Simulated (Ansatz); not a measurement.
Isomers of C2H3N, B3LYP-D3(BJ)/def2-TZVP minima from an xTB search, which can miss the lowest.
Isomer 1, SMILES CC#N (charge 0, multiplicity 1):
| atom | x (Å) | y (Å) | z (Å) |
|---|---|---|---|
| C | -0.4885 | 0.0087 | 0.0060 |
| C | 0.9656 | -0.0172 | -0.0119 |
| N | 2.1147 | -0.0376 | -0.0260 |
| H | -0.8849 | -0.5950 | -0.8107 |
| H | -0.8596 | -0.3908 | 0.9501 |
| H | -0.8473 | 1.0319 | -0.1075 |
Isomer 2, SMILES [C-]#[N+]C (charge 0, multiplicity 1):
```xyz
6

C      2.100    -0.031     0.018
N      0.936    -0.014     0.008
C     -0.482     0.007    -0.004
H     -0.853    -0.597    -0.831
H     -0.865    -0.396     0.933
H     -0.835     1.031    -0.124
```

Correlated levels freeze the cores.

Run with Ansatz (Gaussian basis) for Hartree–Fock, density functionals and correlated methods. Each number belongs to the level named beside it.

The energy of isomer 2 above isomer 1 is E(isomer 2) − E(isomer 1). Total energies (hartree):

| level | isomer 2 | isomer 1 |
|---|---|---|
| HF/cc-pVTZ | -131.9422396 | -131.9738250 |
| CCSD(T)/cc-pVTZ | -132.4888476 | -132.5274444 |
| HF/cc-pVQZ | -131.9512718 | -131.9827123 |
| CCSD(T)/cc-pVQZ | -132.5269796 | -132.5655437 |

### Question
Work out the energy of isomer 2 above isomer 1 at the basis-set limit: extrapolate the CCSD(T) correlation part as X⁻³, take Hartree–Fock from the larger set.

### Answer

1. Differences (1 hartree = 627.509 kcal/mol): HF/cc-pVTZ 19.820; CCSD(T)/cc-pVTZ 24.220; HF/cc-pVQZ 19.729; CCSD(T)/cc-pVQZ 24.199.
2. Correlation parts, CCSD(T) less HF: 4.400 in cc-pVTZ (X = 3), 4.470 in cc-pVQZ (X = 4).
3. Limit (4³·(4.470) − 3³·(4.400))/(4³ − 3³) = 4.521; with HF/cc-pVQZ it gives 24.251.
Result: 24.25 kcal/mol, against 24.22 at CCSD(T)/cc-pVTZ. It is an estimate of this method's limit, not of the exact value.

Ansatz is a first-principles code.
